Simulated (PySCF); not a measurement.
C2H6N2Si, SMILES C#C[SiH](N)N. Geometry optimised at PBE-D3(BJ)/def2-SVP. This is a generated structure with no PubChem entry under its InChIKey; it may be hypothetical. The values are those of a single conformer.

Computed equilibrium geometry at PBE-D3(BJ)/def2-SVP (PySCF confirms it by a frequency run) as a Z-matrix (one conformer of several):
```
Si
N 1 1.7348
H 2 1.0223 1 118.66
H 2 1.0228 3 111.38 1 144.18
N 1 1.7352 2 107.28 3 -156.38
H 5 1.0228 1 118.46 2 -161.39
H 5 1.0236 6 110.85 1 142.25
H 1 1.5075 2 119.10 3 86.03
C 1 1.8555 8 106.35 5 -123.92
C 9 1.2300 8 146.75 1 -176.38
H 10 1.0824 3 141.91 2 160.63
```
